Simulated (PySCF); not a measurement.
Choosing a molecule for a target property.

Each SMILES stands for a single optimised conformer of the isolated species, non-relativistic unless stated. Electronic properties by PySCF.

Dipoles, sizes and rotational constants follow the conformer. The torsions of the flexible species, by atom-mapped SMILES:
- `[CH3:1][S:2][Si@:3]1([CH3:4])[CH2:5][CH:6]=[CH:7][C:8]1=[O:9]`: C1–S2–Si3–C4 -75°
- `[CH3:1][SiH2:2][c:3]1[cH:4][o:5][c:6]([S:7][CH3:8])[cH:9]1`: C1–Si2–C3–C4 -124°, O5–C6–S7–C8 -2°
- `[CH3:1][S:2][Si@H:3]([O:4][SiH3:5])[S:6][CH2:7][SiH3:8]`: C1–S2–Si3–O4 -41°, S2–Si3–O4–Si5 -75°, S2–Si3–S6–C7 -43°, Si3–S6–C7–Si8 167°
- `[CH3:1][C:2]1=[CH:3][SiH2:4][C:5]([S@:6]([CH3:7])=[O:8])=[CH:9]1`: Si4–C5–S6–C7 96°
- `[CH3:1][S:2][SiH2:3][CH2:4][CH2:5][C:6]#[C:7][CH:8]=[O:9]`: C1–S2–Si3–C4 -177°, S2–Si3–C4–C5 -47°, Si3–C4–C5–C6 180°
- `[CH3:1][S:2][CH2:3][Si@H:4]([SiH2:5][F:6])[CH:7]1[CH2:8][CH2:9]1`: C1–S2–C3–Si4 -176°, S2–C3–Si4–Si5 65°, C3–Si4–Si5–F6 71°, C3–Si4–C7–C8 -102°
- `[CH3:1][CH2:2][CH2:3][C@@:4]1([SiH3:5])[CH2:6][C@H:7]1[CH2:8][CH3:9]`: C1–C2–C3–C4 178°, C2–C3–C4–Si5 64°, C6–C7–C8–C9 -80°

Question: Wanted: smallest rotational constant below 0.33 GHz (GFN2-xTB) and HOMO energy below -6.7 eV (PBE0/pcSseg-1), at GFN2-xTB geometries. Which candidate meets both?
A. `C[SiH2]c1coc(SC)c1`
B. `CS[Si@]1(C)CC=CC1=O`
C. `CC1=C[SiH2]C([S@](C)=O)=C1`
D. `CS[Si@H](O[SiH3])SC[SiH3]`
E. `CS[SiH2]CCC#CC=O`

Answer: E. Computed values:
```
                   species  smallest rotational constant  HOMO energy
          CS[SiH2]CCC#CC=O                     0.305 GHz     -7.04 eV
 CS[Si@H](O[SiH3])SC[SiH3]                     0.362 GHz     -6.92 eV
        C[SiH2]c1coc(SC)c1                     0.473 GHz     -5.80 eV
CC1=C[SiH2]C([S@](C)=O)=C1                     0.641 GHz     -6.44 eV
       CS[Si@]1(C)CC=CC1=O                     0.846 GHz     -6.34 eV
```

Question: Wanted: HOMO–LUMO gap between 5.9 eV and 6.2 eV (PBE0/pcSseg-1) and dipole moment below 2.5 D (PBE0/pcSseg-1), at GFN2-xTB geometries. Which candidate meets both?
A. `CS[Si@]1(C)CC=CC1=O`
B. `C([C@]1(C[C@H]1CC)[SiH3])CC`
C. `C[SiH2]C1=COC(SC)=C1`
D. `CS[Si@H](O[SiH3])SC[SiH3]`
E. `CSC[Si@H]([SiH2]F)C1CC1`

Answer: C. Computed values:
```csv
species,HOMO–LUMO gap,dipole moment
CS[Si@]1(C)CC=CC1=O,4.55 eV,2.67 D
CSC[Si@H]([SiH2]F)C1CC1,5.79 eV,2.25 D
C[SiH2]C1=COC(SC)=C1,5.98 eV,1.07 D
CS[Si@H](O[SiH3])SC[SiH3],6.41 eV,1.22 D
C([C@]1(C[C@H]1CC)[SiH3])CC,8.52 eV,0.83 D
```
